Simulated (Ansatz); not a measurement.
`C[Si](O)([SiH3])Cl`, relaxed with RKS PBE0-D4/def2-TZVP in Ansatz from a PBE-D4/def2-SVP geometry. The force threshold is 0.005 eV/Å; the program also tests the step.

The species carries charge 0 and has multiplicity 1.

Start:

```xyz
12

C    -1.398    0.115    1.054
Si   -0.087   -0.567   -0.107
O     0.920   -1.692    0.630
Si    1.333    1.053   -1.034
Cl   -1.121   -1.470   -1.705
H    -2.030    0.847    0.513
H    -2.061   -0.690    1.434
H    -0.928    0.623    1.921
H     0.474   -2.463    1.027
H     2.116    1.765    0.037
H     0.497    2.069   -1.767
H     2.286    0.411   -2.003
```

Problem. How much energy does the relaxation release, and in how many steps? (Best estimate.)

Solution. Ansatz gave: 1.46 kcal/mol, in 10 steps.

Problem. Which bonds change most? (Estimate.)

Solution. The calculation gave: Si2–O3 from 1.680 to 1.642 Å; Si2–Cl5 from 2.107 to 2.077 Å; C1–Si2 from 1.879 to 1.859 Å; Si4–H10 from 1.506 to 1.488 Å.

Problem. Give the relaxed structure. (Best estimate.)

Solution. Computed: 
```xyz
12

C    -1.391    0.120    1.043
Si   -0.091   -0.558   -0.099
O     0.881   -1.655    0.642
Si    1.327    1.051   -1.032
Cl   -1.105   -1.488   -1.655
H    -2.016    0.850    0.524
H    -2.039   -0.681    1.409
H    -0.924    0.609    1.902
H     0.485   -2.463    0.974
H     2.099    1.746    0.033
H     0.505    2.058   -1.756
H     2.270    0.412   -1.986
```
